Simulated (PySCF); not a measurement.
All values below come from PySCF with PBE-D3(BJ)/def2-SVP // PBE0-D4/def2-SVP. All species are isolated molecules in the gas phase. One relaxed conformer stands for a flexible species; it need not be the lowest. Excitations are Tamm–Dancoff values on a coarser integration grid. The basis has no diffuse functions, so Rydberg states are missing or too high.

Reference species (SMILES): `c1c2c(ccc3c(cccc23)S)ccc1` (H–S–C–C torsion 127°) (neutral, multiplicity 1).

```json
{
  "T1 excitation (TDA)": "2.83 eV",
  "LUMO": "-2.16 eV",
  "HOMO–LUMO gap": "3.12 eV",
  "HOMO": "-5.28 eV"
}
```

Changed species: `c1c(S)cc2c3c(cccc3)ccc2c1` (H–S–C–C torsion 180°).

Problem. Give the shifts of the T1 excitation (TDA), LUMO, HOMO–LUMO gap and HOMO.

Solution. the T1 excitation (TDA) decreases by 0.03 eV, to 2.80 eV; the LUMO rises by 0.21 eV, to -1.95 eV; the HOMO–LUMO gap falls by 0.04 eV, to 3.08 eV; the HOMO rises by 0.25 eV, to -5.03 eV.
